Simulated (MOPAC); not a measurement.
MOPAC input (PM7):

```
PM7 PRECISE GNORM=0.05 LET XYZ CHARGE=-1 GEO-OK AUX(PRECISION=9) THREADS=1
H3GeSi

Si   -1.58994500 1    0.17812800 1   -0.03070300 1
Ge    0.64894400 1   -0.03240300 1    0.01452400 1
H    -1.76202300 1   -1.34954100 1   -0.11051400 1
H     1.60346700 1   -1.27847000 1   -0.02336700 1
H     1.65157100 1    1.17111300 1    0.09894700 1
```

From the output:

```
                                                       MOPAC v23.2.5 Linux

          FINAL HEAT OF FORMATION =          6.17321 KCAL/MOL =      25.82870 KJ/MOL

          COSMO AREA              =        113.41 SQUARE ANGSTROMS
          COSMO VOLUME            =        105.58 CUBIC ANGSTROMS

          GRADIENT NORM           =          0.02113          =       0.00945 PER ATOM
          IONIZATION POTENTIAL    =          2.981300 EV
          HOMO LUMO ENERGIES (EV) =         -2.981  3.318
          NO. OF FILLED LEVELS    =          6
          MOLECULAR WEIGHT        =        103.6992         POINT GROUP:  C2v

          MOLECULAR DIMENSIONS (Angstroms)

            Atom       Atom       Distance
            H     5    H     3     4.57429
            H     4    H     5     2.44818
           Si     1   Ge     2     0.00000

          SCF CALCULATIONS        =         23

   ATOM   CHEMICAL          X               Y               Z
  NUMBER   SYMBOL      (ANGSTROMS)     (ANGSTROMS)     (ANGSTROMS)

     1      Si         -1.48468449  *  -0.17733288  *  -0.04566291  *
     2      Ge          0.75320739  *   0.03043222  *   0.02022190  *
     3       H         -2.89737758  *  -0.30853026  *  -0.08725580  *
     4       H          1.59429567  *  -1.17020554  *  -0.01824088  *
     5       H          1.35561797  *   1.36497993  *   0.10117714  *

                             CARTESIAN COORDINATES

   1   Si       -1.484684486    -0.177332876    -0.045662905
   2   Ge        0.753207387     0.030432223     0.020221902
   3    H       -2.897377584    -0.308530257    -0.087255797
   4    H        1.594295674    -1.170205541    -0.018240881
   5    H        1.355617967     1.364979933     0.101177143

           Empirical Formula: H3 Si Ge  =     5 atoms

      MOLECULAR POINT GROUP   :   C2v

                  EIGENVALUES
 -11.53675 -10.26170  -7.50137  -6.88082  -5.30678  -2.98130   3.31785   5.70041
   6.60909   9.21081  10.64527  24.36177  24.37182  24.73536  25.11775  26.56036

              NET ATOMIC CHARGES AND DIPOLE CONTRIBUTIONS

  ATOM NO.   TYPE          CHARGE      No. of ELECS.   s-Pop       p-Pop       d-Pop
    1         Si          -0.099873        4.0999     0.91394     3.12400     0.06193
    2         Ge          -0.991589        4.9916     0.80847     4.18312
    3          H           0.017360        0.9826     0.98264
    4          H           0.037053        0.9629     0.96295
    5          H           0.037049        0.9630     0.96295
 DIPOLE           X         Y         Z       TOTAL
 POINT-CHG.    -1.988    -0.185    -0.059     1.998
 HYBRID         0.057     0.005     0.002     0.057
 SUM           -1.931    -0.179    -0.057     1.940

          ATOMIC ORBITAL ELECTRON POPULATIONS

     Atom    s        px        py        pz      x^2-y^2     xz        z^2       yz        xy
    1 Si   0.91394   1.09890   0.03083   1.99427   0.03338   0.00764   0.01391   0.00007   0.00693
    2 Ge   0.80847   1.08740   1.10549   1.99023
    3  H   0.98264
    4  H   0.96295
    5  H   0.96295

 **********************
 *                    *
 * JOB ENDED NORMALLY *
 *                    *
 **********************

 == MOPAC DONE ==
```

The dipole moment of an ion depends on the origin.

The geometry given is a B3LYP-D3(BJ)/def2-TZVP minimum.
